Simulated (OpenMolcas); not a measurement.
**Re+: effect of the active space**

```yaml
Program: OpenMolcas 26.06
Method: SS-CASPT2, IPEA 0.25 Eh, imaginary shift 0.1 Eh
Basis: ANO-RCC-VQZP
Scalar_Hamiltonian: DKH2, point nucleus
Spin-orbit_coupling: state interaction with AMFI integrals over the reference wave functions, term energies averaged over their components
```

A. 6 electrons in 6 orbitals (5d 6s); 2S+1 = 7 even, 1 root; 2S+1 = 5 even, 35 roots kept (CI in the orbitals of an earlier block); 2S+1 = 3 even, 55 roots kept (CI in the orbitals of an earlier block); 2S+1 = 1 even, 10 roots kept (CI in the orbitals of an earlier block); closed shells correlated: 5s 5p; CASPT2 step about 2.9 core-minutes
B. 6 electrons in 11 orbitals (5d 6s 6d); 2S+1 = 7 even, 1 root; 2S+1 = 5 even, 5 roots kept (CI in the orbitals of an earlier block); closed shells correlated: 5s 5p; CASPT2 step roughly 80 core-seconds

Energies in cm⁻¹ above 5d⁵ 6s ⁷S₃.

| Level | A | B |
| --- | --- | --- |
| 5d⁵ 6s ⁷S₃ | 0.0 | 0.0 |
| 5d⁵ 6s ⁵D₂ [50 %] | 15390 | 16830 |
| 5d⁵ 6s ⁵D₃ | 16300 | 16480 |
| 5d⁵ 6s ⁵D₄ | 16490 | 16020 |
| 5d⁵ 6s ⁵D₁ | 16650 | 17060 |
| 5d⁵ 6s ⁵D₀ | 16660 | 17170 |

The spin-orbit steps hold different terms of 5d⁵ 6s (B lacks among others ¹G, ¹S, ³D, ³F, ³G), which shifts levels as well.

Between A and B the level of the table that moves most is 5d⁵ 6s ⁵D₂ [50 %], by 1400 cm-1 (lowest in A, highest in B). Moves below CASPT2's spread within the term are not significant.

Term energies are means over components that CASPT2 splits; among the terms shown or strongly mixed into the levels shown the widest spread is 49 cm-1 (5d⁵ 6s ⁵D, A). Terms from blocks run as CI alone lack orbitals of their own. Active for correlation alone: 6d; no level in the range computed is led by a configuration that fills it, so any true level of that kind is missing (holds for B). No level of 5d⁴ 6s², 5d⁶ was computed, though it lies in the active space (holds for B). Only configurations of the active space appear. The table leaves out levels that lie high or whose names do not pair safely across all columns.

A share in square brackets marks a mixed level and gives the weight of the term that names it, the lowest over the columns.
